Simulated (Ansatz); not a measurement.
A structure relaxed at r2SCAN-D4/def2-SVP in Ansatz, charge -1, singlet:

Cartesian coordinates in Å:
```
N 0.318 -0.971 -1.436
N -0.558 1.940 -0.777
N -1.554 -1.082 1.040
N 1.192 0.360 1.248
Ga -1.118 -2.069 -0.668
Ga -0.221 0.692 -2.329
Ga 1.901 -0.766 -0.239
Ga 0.778 2.203 0.714
Ga -0.132 -0.554 2.373
H 0.693 -1.551 -2.197
H -1.476 1.735 -0.374
H -0.682 2.866 -1.197
H -2.194 -1.696 1.553
H -2.130 -0.266 0.819
H 2.012 0.457 1.859
H -2.449 -1.989 -1.533
H -0.596 -3.494 -0.226
H -1.634 0.547 -3.042
H 0.970 1.330 -3.148
H 3.019 0.053 -1.010
H 2.290 -2.190 0.341
H 2.025 2.920 0.059
H -0.027 2.978 1.845
H 0.434 -1.907 2.963
H -0.861 0.453 3.363
```

**Question.** Give its formula and point group.

**Answer.** Ga5N4H16⁻, a cluster cut from zinc blende GaN (hydrogen-capped). Point group C2v (tolerance 0.1 Å).

**Question.** Summarise the bond lengths by kind (pairs closer than 1.2 times the sum of covalent radii, bridged metal pairs left out).

**Answer.** 10 × Ga–N 1.96 to 2.02 Å; 10 × Ga–H 1.58 to 1.59 Å; 6 × H–N 1.02 to 1.03 Å.
